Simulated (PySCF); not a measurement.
PySCF 2.14 output of an unrestricted LDA calculation on a single atom or ion in aug-cc-pVTZ-PP with one added diffuse shell each of d, f type with ECP60MDF (6s5p5d3f, 67 functions), with scalar relativity through the core potential:

```
SCF conv_tol = 1e-09
number electrons alpha = 13  beta = 10
    P. A. M. Dirac.,  Math. Proc. Cambridge Philos. Soc. 26, 376 (1930)
    F. Bloch.,  Z. Phys. 57, 545 (1929)
    S. H. Vosko, L. Wilk, and M. Nusair.,  Can. J. Phys. 58, 1200 (1980)
cycle= 1 E= -192.621555342138  delta_E= -0.0161  |g|= 0.0521  |ddm|= 0.581
cycle= 2 E= -192.621701394565  delta_E= -0.000146  |g|= 0.0451  |ddm|= 0.141
cycle= 3 E= -192.622340578645  delta_E= -0.000639  |g|= 0.00631  |ddm|= 0.0866
cycle= 4 E= -192.622390645058  delta_E= -5.01e-05  |g|= 7.8e-05  |ddm|= 0.0256
cycle= 5 E= -192.622390661363  delta_E= -1.63e-08  |g|= 9.73e-06  |ddm|= 0.00076
cycle= 6 E= -192.62239066155  delta_E= -1.87e-10  |g|= 5.86e-07  |ddm|= 6.56e-05
converged SCF energy = -192.62239066155  <S^2> = 3.7509537  2S+1 = 4.0004768
```

The run itself started from symmetry-adapted Hartree-Fock orbitals and held the occupation by maximum overlap, on a logarithmic radial grid, so the iterations belong to that start.

Question: Which element, charge and spin multiplicity is this?

Answer: Pb- (lead, charge -1), multiplicity 4; the state was [Xe] 4f14 5d10 6s2 6p3, high-spin 4S determinant.

Energies and moments cover only the electrons outside the core potential. Spin-orbit coupling, which splits the p, d and f shells strongly at this Z, is absent. Spin-orbit coupling is strong in this species (close to jj coupling), so the high-spin LS determinant is a model state, not a physical level. At LDA the highest occupied level has a positive energy, so only the finite basis holds that electron; in a semilocal or global hybrid functional this comes from self-interaction and does not mean that the real anion is unbound.
